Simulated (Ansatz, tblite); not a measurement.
Cost and result up the ladder for GeS₃⁻ (4 atoms). Total charge -1; doublet. Geometry: PBE0-D4/def2-SVPD.

Cartesian coordinates in Å:
```
Ge 0.148 -0.059 -0.104
S 0.053 0.933 1.789
S -1.961 -0.174 -0.446
S 1.760 -0.701 -1.239
```

Ansatz on 4 threads of Arm Neoverse V1 on a shared host; xTB runs through tblite on one thread. Times are rough, summed over both states, and most runs start from the orbitals of an earlier one. B2PLYP/def2-TZVPD serves as the yardstick here, not as an exact answer. Differences are given only for rows in sets of like size (and for xTB, whose basis is part of the method), since another set adds its own error. The other state is a quartet at its own geometry.

The xTB rows come from tblite. HSE06 is defined as in plane-wave codes, on full-range PBE exchange. Correlated methods freeze 24 core orbitals; core or outer-core shells of Ge are correlated, in sets that lack core-valence functions. The rows differ in basis, and correlated rows in double-zeta sets carry the largest basis error. In CCSD on the charge -1 doublet the largest single amplitude is 0.31, so its Hartree–Fock determinant may place the open shell otherwise than the density functionals do. The structure comes from a short search, and lower isomers may exist.

Correlated methods converge slowly with the basis, most of all in double-zeta sets.

xTB has no spin-polarisation term.

```
                           level  functions  wall time
                        GFN1-xTB         36     0.01 s
                        GFN2-xTB         36    0.014 s
                       HF/STO-3G         45     0.75 s
               PBE-D4/def2-TZVPD        192      6.9 s
              RPA@PBE/def2-TZVPD        192       11 s
             HSE06-D4/def2-TZVPD        192       13 s
                  MP2/def2-TZVPD        192       13 s
PBE0-D4/def2-TZVPD (with forces)        192       15 s
            r2SCAN-D4/def2-TZVPD        192       18 s
               B2PLYP/def2-TZVPD        192       23 s
               B97M-V/def2-TZVPD        192       24 s
             BHLYP-D4/def2-TZVPD        192       32 s
               CCSD(T)/def2-SVPD        119       59 s
              ωB97X-V/def2-TZVPD        192       68 s
```

(1) Estimate what each level gives for the quartet − doublet (eV).

## Answers

(1) 
| level | quartet − doublet (eV) | difference from B2PLYP/def2-TZVPD (eV) | remarks |
| --- | --- | --- | --- |
| GFN1-xTB | 2.95 | 0.97 | – |
| GFN2-xTB | 1.68 | -0.30 | – |
| HF/STO-3G | 0.15 | – | HOMO above zero (doublet), HOMO above zero (quartet) |
| PBE-D4/def2-TZVPD | 1.77 | -0.21 | – |
| RPA@PBE/def2-TZVPD | 1.83 | -0.15 | – |
| HSE06-D4/def2-TZVPD | 1.90 | -0.08 | – |
| MP2/def2-TZVPD | 2.24 | 0.26 | – |
| PBE0-D4/def2-TZVPD (with forces) | 1.91 | -0.07 | – |
| r2SCAN-D4/def2-TZVPD | 1.81 | -0.17 | – |
| B2PLYP/def2-TZVPD | 1.98 | 0.00 | – |
| B97M-V/def2-TZVPD | 2.03 | 0.05 | – |
| BHLYP-D4/def2-TZVPD | 1.95 | -0.02 | – |
| CCSD(T)/def2-SVPD | 1.94 | – | – |
| ωB97X-V/def2-TZVPD | 2.14 | 0.16 | – |
